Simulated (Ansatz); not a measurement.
C2H6OSSi, SMILES `[SiH3]C1(S)CO1`, 11 atoms. Total charge 0; spin multiplicity 1. All runs use 4 threads of a server CPU on a shared host. Correlated methods freeze the cores.

Question: Give the basis size and wall time and peak host memory of each of these runs in Ansatz. RHF-MP2/def2-QZVPP energy; RKS B3LYP-D4/def2-TZVPP energy and forces; RHF-CCSD(T)/def2-TZVPP energy; RHF-CCSD(T)/def2-SVP energy; RKS PBE0-D4/def2-TZVP frequencies; RKS B2PLYP (frozen core)/def2-TZVPP energy; RKS PBE0-D4/def2-QZVPP energy; RKS ωB97M-V/def2-QZVPP energy; RKS ωB97M-V/def2-SVP energy; RKS r2SCAN-D4/def2-TZVPP energy and forces; RKS PBE0-D4/def2-SVP energy; RKS PBE0-D4/def2-TZVP relaxation (12 steps). (An estimate is asked.)

Answer: Ansatz gave: Other jobs shared the machine, so times are rough.

```tsv
level	job	functions	wall time	peak host memory (GiB)
RKS PBE0-D4/def2-SVP	energy	108	1.1 s	0.25
RKS ωB97M-V/def2-SVP	energy	108	3.9 s	0.35
RHF-CCSD(T)/def2-SVP	energy	108	4.7 s	0.48
RKS B3LYP-D4/def2-TZVPP	energy and forces	261	5.5 s	0.79
RKS r2SCAN-D4/def2-TZVPP	energy and forces	261	5.5 s	0.4
RKS B2PLYP (frozen core)/def2-TZVPP	energy	261	6 s	0.71
RKS PBE0-D4/def2-QZVPP	energy	491	9.5 s	1.9
RKS ωB97M-V/def2-QZVPP	energy	491	22 s	2.3
RHF-MP2/def2-QZVPP	energy	491	25 s	3.3
RKS PBE0-D4/def2-TZVP	relaxation (12 steps)	203	46 s	0.56
RHF-CCSD(T)/def2-TZVPP	energy	261	2.6 min	6
RKS PBE0-D4/def2-TZVP	frequencies	203	2.9 min	0.56
```

B3LYP here is the variant with VWN-RPA as its local correlation; programs differ in this.
